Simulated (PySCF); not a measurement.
**Exercise with solution: oscillator strength and radiative lifetime**

C₂H₆FISi, SMILES C[Si](I)(C)F.

Coordinates come from a B3LYP-D3(BJ)/def2-SVP optimisation. The def2 effective core potentials stand for the cores of I; spin–orbit coupling is left out.

TDA-PBE/def2-SVPD in PySCF puts the first singlet state with f over 0.02 at 5.59 eV (vertical), with the transition dipole (0.000, 0.000, -0.406) in atomic units.

Problem. Find the oscillator strength, the wavelength and the radiative lifetime that this transition would have in vacuum if emission retraced absorption.

Solution. 
|μ|² = 0.1648 au, so |μ| = 1.03 D. ΔE = 5.59/27.211 = 0.2054 hartree. f = (2/3) ΔE |μ|² = 0.023 (the program prints 0.023).
λ = 1239.84/5.59 = 222 nm; ν = 45086 cm⁻¹.
Einstein's coefficient A = 0.6670 ν² f s⁻¹ (ν in cm⁻¹) = 3.1e7 s⁻¹, so τ = 1/A = 33 ns. This state is S1. The figure is the radiative limit of this one transition; relaxation, internal conversion, crossing to triplets and a medium change what is measured.
